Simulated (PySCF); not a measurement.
Isomers of C6H5FO, one GFN2-xTB conformer each. Single-point energies are computed at PBE0/pcSseg-1 (PySCF, gas phase, no added dispersion term), electronic only.

| SMILES | GFN2-xTB relative energy (kJ/mol) |
| --- | --- |
| Oc1cccc(F)c1 | 0.0 |
| C#C/C=C(/F)OC=C | 299.3 |

Conformers: `[OH:1][c:2]1[cH:3][cH:4][cH:5][c:6]([F:7])[cH:8]1` with H–O1–C2–C3 180°; `[CH:1]#[C:2]/[CH:3]=[C:4](/[F:5])[O:6][CH:7]=[CH2:8]` with C3–C4–O6–C7 180°, C4–O6–C7–C8 180°.

Problem. What does PBE0/pcSseg-1 give for the same structures?

Solution. 
```csv
SMILES,PBE0/pcSseg-1 E (Eh),PBE0/pcSseg-1 (kJ/mol),GFN2-xTB (kJ/mol),point group
Oc1cccc(F)c1,-406.21859,0.0,0.0,Cs
C#C/C=C(/F)OC=C,-406.08584,348.5,299.3,Cs
```

Both levels put the same isomer lowest. As drawn, the lower has an aromatic ring and an O–H bond, which the higher lacks; the higher has a C≡C bond and a C=C bond outside aromatic rings, which the lower lacks.

Problem. Which frontier levels, dipoles and rotational constants go with these structures?

Solution. 
```tsv
SMILES	HOMO (eV, PBE0/pcSseg-1)	LUMO (eV)	dipole (D)	A, B, C (MHz)
Oc1cccc(F)c1	-6.81	-0.36	0.90	3776, 1805, 1221
C#C/C=C(/F)OC=C	-6.45	-0.65	1.42	3338, 1335, 953.9
```
